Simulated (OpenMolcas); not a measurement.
In⁺: effect of the level shift or regulariser

| Quantity | Value |
| --- | --- |
| Program | OpenMolcas |
| Basis | ANO-RCC-VQZP [8s7p5d3f2g] |
| Scalar Hamiltonian | DKH2, point nucleus |
| Active space | 2 electrons in 8 orbitals (5s 5p 6s 6p) |
| State averaging | 2S+1 = 3 even, 3 roots; 2S+1 = 1 even, 7 roots; 2S+1 = 3 odd, 3 roots; 2S+1 = 1 odd, 3 roots |
| Spin-orbit coupling | RASSI with atomic mean-field integrals over the reference wave functions, term energies averaged over their components |

Methods on the same reference wave functions:
A. CASSCF
B. MS-CASPT2, IPEA 0.25 Eh, imaginary shift 0.1 Eh (closed shells correlated: 4d)
C. MS-CASPT2, IPEA 0.25 Eh, real shift 0.2 Eh (closed shells correlated: 4d)

Energies in cm-1 above 5s2 1S0, the measured ground level; measured values from NIST Handbook of Basic Atomic Spectroscopic Data.

```csv
Level,A,B,C,Measured
5s2 1S0,0.0,0.0,0.0,0.0
5s 5p 3P* 0,37960,41590,41570,42276
5s 5p 3P* 1,38916,42520,42510,43351
5s 5p 3P* 2,40956,44580,44570,45830
5s 5p 1P* 1,66730,62150,62300,63038
5p2 3P0,97249,101480,101480,101608
5p2 3P1,98199,102430,102420,103249
```

Deviations, from unrounded energies. A percentage is the sum of absolute deviations over the sum of measured energies, with the sign that they share, or ± where signs differ.

| Against measurement | Levels | A | B | C |
| --- | --- | --- | --- | --- |
| mean absolute deviation (cm-1) | 6 | 4500 | 770 | 750 |
| other configurations (%) | 6 | ±6.7 | -1.2 | -1.1 |

B, C lie about equally close to measurement and A furthest from it. The largest miss of C in the table is 5s 5p 3P* 2, by -1300 cm-1. The ranking rests on the paired levels alone, and a cruder setting can come out closer through cancelling errors.

Between B and C the level of the table that moves most is 5s 5p 1P* 1, by 150 cm-1 (lowest in B, highest in C). Moves below CASPT2's spread within the term are not significant.

The lowest spin-free term lies below A's lowest term by 0.439 hartree in B, 0.439 hartree in C.

Over all roots computed the reference weight is 0.86 to 0.94 in B; the roots of lowest weight are the least certain, and an intruder state may touch them. The run also gave levels led by 5s 6s, which use shells meant for correlation; these and all levels above them are left out. The ¹D term of p² mixes with s d, which this space lacks. Without dynamic correlation excited terms often stand tens of per cent too high (terms of higher spin than the ground term too low), and those without a measured partner can miss by more than the paired ones (holds for A). Computed and measured levels are paired by configuration, term and J; levels that our copy of the source lacks, or whose pairing is in doubt (as where it misses far off the trend of its configuration), stay unpaired and out of the deviations. Only configurations of the active space appear. Levels that lie high or do not pair safely by name in every column are left out.

* marks odd parity.
